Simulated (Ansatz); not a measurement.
Isolated molecules relaxed with PBE0-D4/def2-TZVP in Ansatz; ΔE leaves out vibrations. CBS: MP2 limit from def2 TZ/QZ plus the TZ coupled-cluster correction, frozen cores. Functionals use def2-TZVPP. B3LYP here is the variant with VWN-RPA as its local correlation; programs differ in this. Elements past krypton have def2 core potentials. For Ge, I outer-core shells are correlated without core-valence functions, which leaves a few kJ/mol of doubt a bond. Scalar relativity is left out up to krypton. Each species was taken in one conformer, which may not be the lowest.

Reaction (formal exchange of groups at a Ge–Si bond): `[AlH2][NH][SiH2][GeH3]` + `OI` → `[GeH3][I]` + `O[SiH2][NH][AlH2]`

`[AlH2][NH][SiH2][GeH3]`:

Cartesian coordinates in Å:
```
Al 2.404 -0.629 -0.927
N 0.961 -0.770 0.112
Si 0.001 0.482 0.821
Ge -2.255 0.421 0.049
H 3.058 -1.973 -1.450
H 2.934 0.821 -1.262
H 0.637 -1.709 0.306
H 0.620 1.779 0.438
H -0.021 0.397 2.310
H -2.885 -0.957 0.334
H -2.325 0.654 -1.471
H -3.129 1.485 0.738
```

`OI`:

```xyz
3

O     0.040   -0.303    0.575
I     0.564    1.136   -0.670
H    -0.604   -0.834    0.094
```

`[GeH3][I]`:

```xyz
5

Ge    0.142   -0.167   -0.055
I    -1.442    1.689    0.552
H     0.992   -0.471    1.183
H     1.008    0.328   -1.217
H    -0.701   -1.378   -0.464
```

`O[SiH2][NH][AlH2]`:

Z-matrix (Å, degrees):
```
Si
N 1 1.711
O 1 1.650 2 109.6
H 1 1.491 2 112.1 3 -119.5
H 1 1.486 2 106.5 3 120.5
Al 2 1.785 1 128.8 3 -109.0
H 2 1.013 1 114.7 3 67.2
H 3 0.958 1 117.1 2 -154.7
H 6 1.583 2 117.3 1 178.4
H 6 1.580 2 118.3 1 -2.2
```

| level | ΔE (kJ/mol) | difference from CCSD(T)/CBS |
| --- | --- | --- |
| LDA (SPW92) | -304.1 | 17.6 |
| PBE-D4 | -291.6 | 30.1 |
| revPBE-D4 | -286.9 | 34.8 |
| BLYP-D4 | -292.0 | 29.7 |
| r2SCAN-D4 | -319.7 | 2.0 |
| B97M-V | -306.5 | 15.2 |
| B3LYP-D4 | -312.0 | 9.7 |
| r2SCANh-D4 | -326.1 | -4.4 |
| r2SCAN0-D4 | -335.4 | -13.7 |
| BHLYP-D4 | -338.2 | -16.5 |
| CAM-B3LYP-D4 | -321.8 | -0.1 |
| ωB97X-V | -320.0 | 1.7 |
| ωB97M-V | -324.8 | -3.1 |
| B2PLYP | -324.9 | -3.2 |
| PBE-QIDH | -337.1 | -15.4 |
| PBE | -293.5 | 28.2 |
| revPBE | -290.3 | 31.4 |
| BLYP | -295.7 | 26.0 |
| r2SCAN | -320.5 | 1.2 |
| PBE0 | -316.5 | 5.2 |
| B3LYP | -315.0 | 6.7 |
| r2SCANh | -327.0 | -5.3 |
| r2SCAN0 | -336.3 | -14.6 |
| BHLYP | -340.5 | -18.8 |
| CAM-B3LYP | -323.9 | -2.2 |
| LC-ωPBE | -321.3 | 0.4 |
| RPA@PBE/def2-TZVPP | -304.5 | 17.2 |
| HF/def2-SVP | -369.2 | -47.5 |
| CCSD(T)/def2-SVP | -327.8 | -6.1 |
| HF/def2-TZVPP | -368.0 | -46.3 |
| MP2/def2-TZVPP | -342.8 | -21.1 |
| SCS-MP2/def2-TZVPP | -335.0 | -13.3 |
| CCSD/def2-TZVPP | -330.0 | -8.3 |
| CCSD(T)/def2-TZVPP | -323.3 | -1.6 |
| HF/def2-QZVPP | -366.2 | -44.5 |
| MP2/def2-QZVPP | -341.3 | -19.6 |
| SCS-MP2/def2-QZVPP | -334.5 | -12.8 |
| HF/CBS(def2) | -366.0 | -44.3 |
| MP2/CBS(def2) | -341.3 | -19.6 |
| CCSD/CBS(def2) | -328.4 | -6.7 |
| CCSD(T)/CBS | -321.7 | 0 |

Largest T1 diagnostic among the species: 0.012.

From PBE to PBE0 (25 % exact exchange), in def2-TZVPP and without D4, ΔE moves by −22.9 kJ/mol. In def2-TZVPP, CCSD(T) changes the Hartree–Fock value by +44.7 kJ/mol (the triples alone add +6.7 kJ/mol) and MP2 by +25.2 kJ/mol.
